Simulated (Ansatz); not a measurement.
`COB(C)O` + H₂Se → `CB(O)[SeH]` + CH₃OH  (ligand exchange at a B–O bond)

Gas-phase electronic energies from Ansatz, PBE0-D4/def2-TZVP geometries. CBS: MP2 limit from def2 TZ/QZ plus the TZ coupled-cluster correction, frozen cores. This one scheme is used for every species. DFT in def2-TZVPP. For Se outer-core shells are correlated without core-valence functions, which leaves a few kJ/mol of doubt a bond. Scalar relativity is left out up to krypton. One conformer a species, not always the lowest.

CCSD(T)/CBS gives +70.4 kJ/mol.

Task: Another level gave +75.0 kJ/mol. Which?
A. BHLYP/def2-TZVPP
B. revPBE-D4/def2-TZVPP
C. BLYP/def2-TZVPP
D. PBE0/def2-TZVPP

Result: C. BLYP 75.0, revPBE-D4 63.6, PBE0 68.1, BHLYP 82.4 kJ/mol.

Largest T1 diagnostic among the species: 0.012.

From BLYP to BHLYP (50 % exact exchange), in def2-TZVPP and without D4, ΔE moves by +7.4 kJ/mol. Leaving LDA and LC-ωPBE aside and taking each functional with its dispersion term where it has one, the values, not all of them listed here, spread over 20.0 kJ/mol, from revPBE-D4 to CAM-B3LYP-D4. LDA lies +11.6 kJ/mol from PBE without D4. In def2-TZVPP, CCSD(T) changes the Hartree–Fock value by −12.1 kJ/mol (the triples alone add −2.1 kJ/mol) and MP2 by −17.6 kJ/mol.
